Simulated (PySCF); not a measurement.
The metal is changed in MCl4-. Gas-phase values, no solvent. Multiplicities are imposed; where one is given, others were not computed.

The spin population on the central atom (Mulliken) from two functionals at the same geometries (TPSS-D3(BJ)/def2-SVP), both in PySCF: PBE-D3(BJ)/def2-TZVP and TPSS-D3(BJ)/def2-TZVP. 

```
species                                                PBE-D3(BJ)/def2-TZVP
-----------------------------------------------------  --------------------
M = Co, multiplicity 3 ([Co(Cl)4]- (excited triplet))                  1.69
M = Co, multiplicity 5 ([Co(Cl)4]- (lower quintet))                    2.70
M = Ni, multiplicity 2                                                 0.71
M = Ni, multiplicity 4                                                 1.63
```

Task: What does TPSS-D3(BJ)/def2-TZVP give for each?

Result: 
- M = Co, multiplicity 3 ([Co(Cl)4]- (excited triplet)): 1.78
- M = Co, multiplicity 5 ([Co(Cl)4]- (lower quintet)): 2.76
- M = Ni, multiplicity 2: 0.78
- M = Ni, multiplicity 4: 1.70
Over these rows, drawn at random from the members with no instability flagged (it was tested for open shells, ions and some series alone), PBE minus TPSS-D3(BJ): mean -0.07, from -0.09 to -0.06.
